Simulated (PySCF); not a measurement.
## B (boron, neutral) across methods

[He] 2s2 3s1, 2S determinant (an excited configuration). All numbers are calculated (PySCF 2.14, no relativity, point nucleus, in aug-cc-pwCVDZ (5s4p2d, 27 functions)).

```tsv
method	E (hartree)	mean ε 2s α (eV)	mean ε 2s β (eV)	mean ε 3s α (eV)	Σ⟨r²⟩ (bohr²)	⟨S²⟩
LDA	-24.1572	-14.197	-14.051	-1.729	42.76	0.750
UHF	-24.34379	-18.691	-18.344	-2.940	43.52	0.750
M06-2X	-24.4659	-16.690	-16.740	-2.566	43.13	0.750
PBEsol	-24.2814	-14.156	-14.038	-1.785	43.19	0.750
PBE	-24.4134	-14.282	-14.159	-1.832	43.18	0.750
BHandHLYP	-24.4529	-16.766	-16.572	-2.313	42.90	0.750
HSE06	-24.4239	-15.181	-15.019	-1.881	43.27	0.750
PBE0	-24.4210	-15.594	-15.434	-2.199	43.25	0.750
r2SCAN	-24.4310	-14.519	-14.434	-1.796	43.47	0.751
```

The outer electron is Rydberg-like, and this basis confines it to a smaller radius and binds it less than a complete one would.
